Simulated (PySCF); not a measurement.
Zn(OH)(NH2), SMILES [Zn]([NH2])[OH] (H3NOZn), CAM-B3LYP/def2-SVP optimised geometry.

```
6

Zn     0.07     0.31     0.00
O      1.83     0.31     0.00
H      2.25    -0.56     0.02
N     -1.72     0.56     0.00
H     -2.25     0.28     0.82
H     -2.25     0.29    -0.83
```

Density from CAM-B3LYP/def2-TZVP run with PySCF 2.14.0 at that geometry.

Minimum of the electron density along straight lines between bonded atoms, close to the bond critical point (lines longer than 1.1 times the sum of covalent radii, or with two minima, are not listed):

```
bond    length / Å  ρ at the minimum / e bohr⁻³  ∇²ρ there / e bohr⁻⁵  position (fraction from the first atom)
------  ----------  ---------------------------  --------------------  ---------------------------------------
Zn1–O2       1.762                        0.142                  0.73                                     0.49
O2–H3        0.963                            …                     …                                     0.80
Zn1–N4       1.802                        0.141                     …                                     0.49
N4–H5        1.016                        0.329                 -1.53                                     0.73
N4–H6        1.016                        0.329                 -1.53                                     0.73
```

Problem. What belongs in the gaps?

Solution. 
- O2–H3, ρ at the minimum / e bohr⁻³: 0.355
- O2–H3, ∇²ρ there / e bohr⁻⁵: -2.34
- Zn1–N4, ∇²ρ there / e bohr⁻⁵: 0.53
